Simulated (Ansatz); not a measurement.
The cluster W₃. Charge 0, multiplicity 1. Geometry PBE-D4/def2-TZVP; atoms count from 1.

```xyz
3

W    -1.282   -0.356    0.302
W     0.507    1.264    0.094
W     0.775   -0.907   -0.396
```

In the def2 sets W takes a core potential; there is no spin–orbit coupling. The restricted singlet is unstable: a solution with broken spin symmetry lies lower. The geometry of the singlet was relaxed on an unsound state (restricted singlet, unstable towards broken spin symmetry). At PBE0-D4/def2-TZVP a triplet of charge 0 lies 0.28 eV below the restricted singlet, each at its own geometry. The structure comes from a short search, and lower isomers may exist.

Question: Estimate the Mulliken populations from the PBE0/def2-TZVP orbitals of Ansatz.

Answer: 
```json
{"atom": "W1", "charge (e)": "-0.08", "d electrons": "4.47"}
{"atom": "W2", "charge (e)": "-0.08", "d electrons": "4.47"}
{"atom": "W3", "charge (e)": "0.16", "d electrons": "4.62"}
```
Mulliken values and Mayer orders depend strongly on the basis.

Question: And the Mayer bond orders between bonded heavy atoms (over 0.3)?

Answer: W1–W2 2.28 (2.42 Å); W1–W3 3.11 (2.24 Å); W2–W3 3.11 (2.24 Å).
